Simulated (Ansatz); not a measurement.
A short molecular-dynamics run on `[NH2][Zn][AlH][Cl]`.

```yaml
crystal:
  periodic: [false, false, false]
  atoms:
    - {symbol: N, position_ang: [-0.001212, 2.015176, -0.913579]}
    - {symbol: Zn, position_ang: [0.080506, 0.374097, -0.128517]}
    - {symbol: Al, position_ang: [0.123011, -1.798614, 0.999992]}
    - {symbol: Cl, position_ang: [-1.524356, -3.084203, 0.665172]}
    - {symbol: H, position_ang: [0.786925, 2.639305, -0.980715]}
    - {symbol: H, position_ang: [-0.693034, 2.266027, -1.601923]}
    - {symbol: H, position_ang: [1.228159, -2.411778, 1.959560]}
basis:
  gaussian: {orbitals: def2-SVP}
hamiltonian: {xc: {name: r2SCAN}, dispersion: d3bjatm}
md: {timestep: 0.5 fs, n_steps: 30, ensemble: nve, temperature: 1000, initial_velocities: maxwell_boltzmann, seed: 101}
```

```sh
$ ansatz run in.yaml --threads 2 --pin off --events-out ev --progress --plain --max-ram 4352MiB
```

```
step  time (fs)  potential energy (eV)  kinetic (eV)  T (K)  conserved (eV)
   0        0.0            -69063.3282        0.6463   1000     -69062.6819
   1        0.5            -69063.3245        0.6429    995     -69062.6816
   2        1.0            -69063.3002        0.6190    958     -69062.6812
   3        1.5            -69063.2615        0.5807    899     -69062.6808
   4        2.0            -69063.2146        0.5341    826     -69062.6805
   5        2.5            -69063.1645        0.4842    749     -69062.6803
   6        3.0            -69063.1151        0.4349    673     -69062.6801
   7        3.5            -69063.0696        0.3896    603     -69062.6799
   8        4.0            -69063.0309        0.3511    543     -69062.6798
   9        4.5            -69063.0011        0.3214    497     -69062.6798
  10        5.0            -69062.9810        0.3013    466     -69062.6798
  11        5.5            -69062.9707        0.2910    450     -69062.6798
  12        6.0            -69062.9702        0.2905    450     -69062.6797
  13        6.5            -69062.9800        0.3003    465     -69062.6797
  14        7.0            -69063.0005        0.3207    496     -69062.6797
  15        7.5            -69063.0304        0.3503    542     -69062.6800
  16        8.0            -69063.0652        0.3846    595     -69062.6805
  17        8.5            -69063.0973        0.4162    644     -69062.6811
  18        9.0            -69063.1191        0.4377    677     -69062.6814
  19        9.5            -69063.1261        0.4447    688     -69062.6814
  20       10.0            -69063.1183        0.4371    676     -69062.6812
  21       10.5            -69063.0989        0.4179    647     -69062.6810
  22       11.0            -69063.0712        0.3903    604     -69062.6809
  23       11.5            -69063.0375        0.3567    552     -69062.6808
  24       12.0            -69062.9998        0.3192    494     -69062.6806
  25       12.5            -69062.9613        0.2809    435     -69062.6803
  26       13.0            -69062.9260        0.2459    381     -69062.6801
  27       13.5            -69062.8982        0.2183    338     -69062.6799
  28       14.0            -69062.8806        0.2007    311     -69062.6799
  29       14.5            -69062.8732        0.1932    299     -69062.6800
  30       15.0            -69062.8741        0.1939    300     -69062.6802
```

Velocities are drawn at the set temperature; a run this short doesn't reach equilibrium.

Frames (Å, forces in eV/Å):

```xyz
7
time=0.0 fs
N    -0.001    2.015   -0.914   -0.031   -0.615    0.437
Zn    0.081    0.374   -0.129    0.015   -0.001    0.019
Al    0.123   -1.799    1.000    0.095    0.352   -0.107
Cl   -1.524   -3.084    0.665   -0.168   -0.151   -0.028
H     0.787    2.639   -0.981    0.279    0.283   -0.069
H    -0.693    2.266   -1.602   -0.239    0.151   -0.286
H     1.228   -2.412    1.960    0.050   -0.019    0.033
7
time=0.5 fs
N     0.000    2.015   -0.915   -0.673   -0.481   -0.087
Zn    0.081    0.374   -0.127    0.034    0.062   -0.017
Al    0.124   -1.798    0.999    0.246    0.231    0.055
Cl   -1.526   -3.085    0.664   -0.121   -0.126   -0.014
H     0.763    2.659   -1.010    0.565    0.365    0.021
H    -0.706    2.276   -1.607    0.100   -0.127    0.180
H     1.248   -2.409    1.974   -0.153    0.074   -0.138
7
time=1.0 fs
N     0.001    2.015   -0.917   -1.135   -0.266   -0.546
Zn    0.082    0.373   -0.126    0.052    0.123   -0.052
Al    0.125   -1.797    0.999    0.379    0.123    0.200
Cl   -1.528   -3.085    0.664   -0.074   -0.100   -0.001
H     0.740    2.680   -1.039    0.725    0.353    0.113
H    -0.718    2.287   -1.612    0.386   -0.388    0.578
H     1.267   -2.407    1.989   -0.335    0.155   -0.292
7
time=1.5 fs
N     0.002    2.014   -0.918   -1.389    0.031   -0.930
Zn    0.082    0.373   -0.125    0.069    0.181   -0.086
Al    0.126   -1.797    0.998    0.491    0.029    0.327
Cl   -1.529   -3.086    0.663   -0.027   -0.074    0.011
H     0.718    2.702   -1.068    0.756    0.228    0.220
H    -0.729    2.296   -1.615    0.594   -0.617    0.885
H     1.286   -2.404    2.002   -0.496    0.222   -0.426
7
time=2.0 fs
N     0.003    2.014   -0.920   -1.451    0.394   -1.239
Zn    0.083    0.373   -0.123    0.086    0.238   -0.120
Al    0.127   -1.796    0.998    0.580   -0.052    0.433
Cl   -1.531   -3.087    0.662    0.019   -0.048    0.023
H     0.699    2.724   -1.096    0.684   -0.002    0.350
H    -0.740    2.303   -1.616    0.715   -0.804    1.093
H     1.303   -2.401    2.015   -0.633    0.274   -0.541
7
time=2.5 fs
N     0.004    2.013   -0.922   -1.365    0.786   -1.473
Zn    0.083    0.372   -0.122    0.101    0.295   -0.153
Al    0.128   -1.795    0.997    0.649   -0.120    0.521
Cl   -1.532   -3.087    0.661    0.064   -0.021    0.035
H     0.681    2.746   -1.124    0.551   -0.306    0.500
H    -0.748    2.309   -1.615    0.748   -0.946    1.205
H     1.319   -2.396    2.026   -0.747    0.314   -0.636
7
time=3.0 fs
N     0.004    2.013   -0.925   -1.179    1.158   -1.629
Zn    0.084    0.372   -0.121    0.115    0.352   -0.185
Al    0.129   -1.795    0.997    0.696   -0.177    0.591
Cl   -1.534   -3.088    0.660    0.108    0.005    0.047
H     0.664    2.768   -1.150    0.402   -0.638    0.661
H    -0.754    2.313   -1.611    0.698   -1.040    1.228
H     1.333   -2.392    2.036   -0.840    0.341   -0.712
7
time=3.5 fs
N     0.004    2.013   -0.927   -0.931    1.466   -1.699
Zn    0.084    0.371   -0.119    0.129    0.411   -0.217
Al    0.130   -1.794    0.996    0.725   -0.223    0.643
Cl   -1.536   -3.088    0.660    0.151    0.030    0.058
H     0.649    2.788   -1.175    0.272   -0.957    0.818
H    -0.759    2.314   -1.603    0.566   -1.085    1.166
H     1.346   -2.386    2.044   -0.912    0.357   -0.770
7
time=4.0 fs
N     0.004    2.014   -0.930   -0.644    1.676   -1.675
Zn    0.085    0.371   -0.118    0.143    0.472   -0.248
Al    0.131   -1.794    0.996    0.736   -0.259    0.679
Cl   -1.537   -3.089    0.659    0.193    0.056    0.069
H     0.634    2.806   -1.197    0.182   -1.227    0.959
H    -0.763    2.312   -1.593    0.356   -1.082    1.028
H     1.355   -2.379    2.051   -0.965    0.364   -0.812
7
time=4.5 fs
N     0.004    2.014   -0.933   -0.331    1.767   -1.553
Zn    0.085    0.371   -0.117    0.156    0.536   -0.280
Al    0.132   -1.793    0.996    0.730   -0.286    0.700
Cl   -1.539   -3.090    0.658    0.234    0.080    0.079
H     0.620    2.820   -1.218    0.140   -1.427    1.071
H    -0.765    2.308   -1.581    0.071   -1.032    0.821
H     1.363   -2.372    2.055   -0.999    0.361   -0.837
7
time=5.0 fs
N     0.003    2.015   -0.937   -0.002    1.733   -1.339
Zn    0.086    0.371   -0.116    0.168    0.603   -0.313
Al    0.133   -1.792    0.996    0.707   -0.304    0.705
Cl   -1.540   -3.090    0.657    0.274    0.105    0.089
H     0.605    2.832   -1.236    0.148   -1.543    1.145
H    -0.768    2.302   -1.566   -0.279   -0.942    0.558
H     1.368   -2.364    2.057   -1.016    0.349   -0.847
7
time=5.5 fs
N     0.003    2.016   -0.941    0.325    1.576   -1.048
Zn    0.086    0.370   -0.114    0.180    0.671   -0.345
Al    0.135   -1.792    0.996    0.668   -0.314    0.696
Cl   -1.542   -3.091    0.656    0.312    0.128    0.099
H     0.592    2.839   -1.251    0.201   -1.570    1.176
H    -0.771    2.293   -1.551   -0.672   -0.821    0.263
H     1.371   -2.355    2.058   -1.014    0.330   -0.841
7
time=6.0 fs
N     0.003    2.018   -0.944    0.615    1.311   -0.710
Zn    0.087    0.370   -0.113    0.191    0.740   -0.378
Al    0.136   -1.791    0.995    0.613   -0.316    0.672
Cl   -1.544   -3.091    0.656    0.350    0.151    0.109
H     0.578    2.843   -1.263    0.294   -1.503    1.158
H    -0.776    2.282   -1.534   -1.068   -0.685   -0.031
H     1.372   -2.345    2.056   -0.995    0.302   -0.820
7
time=6.5 fs
N     0.003    2.019   -0.948    0.816    0.958   -0.367
Zn    0.087    0.370   -0.112    0.202    0.808   -0.410
Al    0.138   -1.791    0.995    0.540   -0.309    0.632
Cl   -1.545   -3.092    0.655    0.386    0.174    0.118
H     0.566    2.844   -1.273    0.422   -1.342    1.089
H    -0.783    2.269   -1.518   -1.409   -0.554   -0.279
H     1.370   -2.334    2.052   -0.957    0.266   -0.783
7
time=7.0 fs
N     0.003    2.021   -0.952    0.864    0.537   -0.060
Zn    0.088    0.370   -0.111    0.212    0.874   -0.442
Al    0.139   -1.790    0.996    0.448   -0.293    0.575
Cl   -1.546   -3.092    0.654    0.421    0.195    0.128
H     0.554    2.841   -1.280    0.580   -1.087    0.969
H    -0.794    2.256   -1.502   -1.626   -0.447   -0.440
H     1.365   -2.323    2.047   -0.899    0.221   -0.728
7
time=7.5 fs
N     0.003    2.023   -0.957    0.705    0.066    0.178
Zn    0.089    0.369   -0.109    0.222    0.937   -0.473
Al    0.141   -1.790    0.996    0.337   -0.268    0.500
Cl   -1.548   -3.093    0.653    0.454    0.216    0.136
H     0.544    2.835   -1.284    0.760   -0.747    0.798
H    -0.808    2.241   -1.488   -1.659   -0.372   -0.484
H     1.359   -2.311    2.040   -0.820    0.168   -0.656
7
time=8.0 fs
N     0.003    2.025   -0.961    0.320   -0.438    0.337
Zn    0.089    0.369   -0.108    0.232    0.996   -0.502
Al    0.142   -1.790    0.996    0.204   -0.234    0.406
Cl   -1.549   -3.094    0.653    0.487    0.236    0.145
H     0.536    2.828   -1.287    0.952   -0.339    0.587
H    -0.827    2.225   -1.474   -1.476   -0.326   -0.409
H     1.350   -2.299    2.031   -0.719    0.106   -0.564
7
time=8.5 fs
N     0.004    2.027   -0.965   -0.258   -0.956    0.429
Zn    0.090    0.369   -0.107    0.242    1.049   -0.530
Al    0.144   -1.789    0.996    0.048   -0.189    0.292
Cl   -1.551   -3.094    0.652    0.518    0.255    0.153
H     0.529    2.820   -1.288    1.135    0.100    0.351
H    -0.849    2.208   -1.462   -1.093   -0.294   -0.243
H     1.340   -2.287    2.021   -0.593    0.035   -0.451
7
time=9.0 fs
N     0.004    2.028   -0.968   -0.942   -1.454    0.473
Zn    0.090    0.369   -0.106    0.253    1.097   -0.556
Al    0.146   -1.789    0.996   -0.132   -0.135    0.157
Cl   -1.552   -3.095    0.651    0.549    0.273    0.161
H     0.526    2.812   -1.289    1.281    0.518    0.116
H    -0.874    2.191   -1.450   -0.566   -0.255   -0.033
H     1.329   -2.274    2.009   -0.442   -0.044   -0.317
7
time=9.5 fs
N     0.004    2.030   -0.972   -1.621   -1.881    0.485
Zn    0.091    0.369   -0.105    0.263    1.138   -0.580
Al    0.147   -1.789    0.996   -0.336   -0.071    0.000
Cl   -1.553   -3.095    0.650    0.578    0.291    0.169
H     0.526    2.805   -1.289    1.354    0.849   -0.087
H    -0.900    2.173   -1.438    0.028   -0.193    0.174
H     1.316   -2.262    1.997   -0.266   -0.133   -0.161
7
time=10.0 fs
N     0.004    2.031   -0.976   -2.185   -2.184    0.473
Zn    0.092    0.369   -0.104    0.274    1.173   -0.600
Al    0.149   -1.788    0.997   -0.561    0.001   -0.175
Cl   -1.555   -3.095    0.650    0.606    0.308    0.176
H     0.529    2.801   -1.289    1.321    1.032   -0.229
H    -0.926    2.155   -1.426    0.613   -0.102    0.341
H     1.303   -2.250    1.985   -0.067   -0.228    0.013
7
time=10.5 fs
N     0.003    2.032   -0.980   -2.557   -2.323    0.439
Zn    0.092    0.369   -0.103    0.286    1.202   -0.618
Al    0.150   -1.788    0.997   -0.803    0.079   -0.365
Cl   -1.556   -3.096    0.649    0.632    0.324    0.182
H     0.535    2.799   -1.290    1.162    1.031   -0.292
H    -0.950    2.136   -1.413    1.130    0.016    0.450
H     1.289   -2.238    1.973    0.149   -0.329    0.203
7
time=11.0 fs
N     0.002    2.032   -0.983   -2.702   -2.297    0.387
Zn    0.093    0.369   -0.102    0.299    1.223   -0.632
Al    0.152   -1.788    0.997   -1.054    0.160   -0.564
Cl   -1.557   -3.096    0.648    0.657    0.339    0.189
H     0.544    2.799   -1.292    0.883    0.851   -0.277
H    -0.972    2.118   -1.399    1.541    0.155    0.495
H     1.276   -2.228    1.961    0.377   -0.431    0.403
7
time=11.5 fs
N     0.001    2.032   -0.987   -2.631   -2.140    0.331
Zn    0.094    0.370   -0.101    0.313    1.238   -0.644
Al    0.153   -1.787    0.997   -1.304    0.239   -0.762
Cl   -1.558   -3.097    0.648    0.680    0.354    0.195
H     0.555    2.801   -1.294    0.512    0.534   -0.201
H    -0.990    2.100   -1.383    1.826    0.306    0.479
H     1.264   -2.218    1.950    0.604   -0.531    0.602
7
time=12.0 fs
N    -0.001    2.031   -0.990   -2.379   -1.909    0.291
Zn    0.094    0.370   -0.100    0.328    1.248   -0.652
Al    0.154   -1.787    0.997   -1.538    0.311   -0.948
Cl   -1.559   -3.097    0.647    0.702    0.368    0.200
H     0.567    2.805   -1.297    0.095    0.146   -0.088
H    -1.004    2.082   -1.367    1.975    0.460    0.409
H     1.254   -2.209    1.940    0.818   -0.623    0.789
7
time=12.5 fs
N    -0.003    2.031   -0.994   -1.988   -1.661    0.283
Zn    0.095    0.370   -0.099    0.343    1.253   -0.658
Al    0.155   -1.786    0.997   -1.742    0.370   -1.108
Cl   -1.560   -3.097    0.647    0.722    0.381    0.205
H     0.579    2.809   -1.300   -0.322   -0.250    0.034
H    -1.013    2.066   -1.349    1.984    0.609    0.294
H     1.245   -2.202    1.933    1.002   -0.702    0.950
7
time=13.0 fs
N    -0.006    2.030   -0.997   -1.493   -1.442    0.322
Zn    0.096    0.370   -0.098    0.360    1.254   -0.662
Al    0.156   -1.786    0.997   -1.898    0.410   -1.229
Cl   -1.561   -3.098    0.646    0.740    0.393    0.209
H     0.591    2.812   -1.303   -0.699   -0.603    0.147
H    -1.017    2.051   -1.331    1.849    0.749    0.141
H     1.238   -2.197    1.928    1.141   -0.761    1.073
7
time=13.5 fs
N    -0.009    2.028   -1.000   -0.919   -1.281    0.412
Zn    0.096    0.371   -0.097    0.376    1.251   -0.664
Al    0.157   -1.785    0.997   -1.994    0.427   -1.299
Cl   -1.562   -3.098    0.645    0.757    0.404    0.213
H     0.601    2.814   -1.306   -1.009   -0.880    0.236
H    -1.017    2.038   -1.313    1.567    0.874   -0.042
H     1.235   -2.194    1.925    1.221   -0.795    1.145
7
time=14.0 fs
N    -0.012    2.027   -1.003   -0.283   -1.190    0.553
Zn    0.097    0.371   -0.096    0.392    1.245   -0.665
Al    0.158   -1.785    0.996   -2.023    0.418   -1.310
Cl   -1.563   -3.098    0.645    0.771    0.414    0.216
H     0.608    2.814   -1.308   -1.235   -1.063    0.295
H    -1.013    2.027   -1.294    1.141    0.979   -0.246
H     1.234   -2.192    1.925    1.236   -0.803    1.159
7
time=14.5 fs
N    -0.015    2.025   -1.007    0.392   -1.177    0.737
Zn    0.098    0.372   -0.095    0.406    1.237   -0.666
Al    0.158   -1.784    0.996   -1.982    0.381   -1.263
Cl   -1.564   -3.098    0.644    0.784    0.424    0.218
H     0.613    2.812   -1.309   -1.367   -1.144    0.321
H    -1.006    2.019   -1.277    0.584    1.063   -0.461
H     1.236   -2.193    1.928    1.182   -0.783    1.114
7
time=15.0 fs
N    -0.018    2.023   -1.010    1.065   -1.246    0.951
Zn    0.099    0.372   -0.094    0.417    1.225   -0.666
Al    0.158   -1.784    0.995   -1.877    0.320   -1.160
Cl   -1.565   -3.099    0.644    0.795    0.433    0.220
H     0.614    2.806   -1.310   -1.398   -1.119    0.311
H    -0.998    2.012   -1.260   -0.068    1.124   -0.670
H     1.242   -2.195    1.933    1.066   -0.738    1.014
```

It took 93 s on 2 threads of an Arm Neoverse V2 on a shared host, with 0.16 GiB of host memory at the peak.
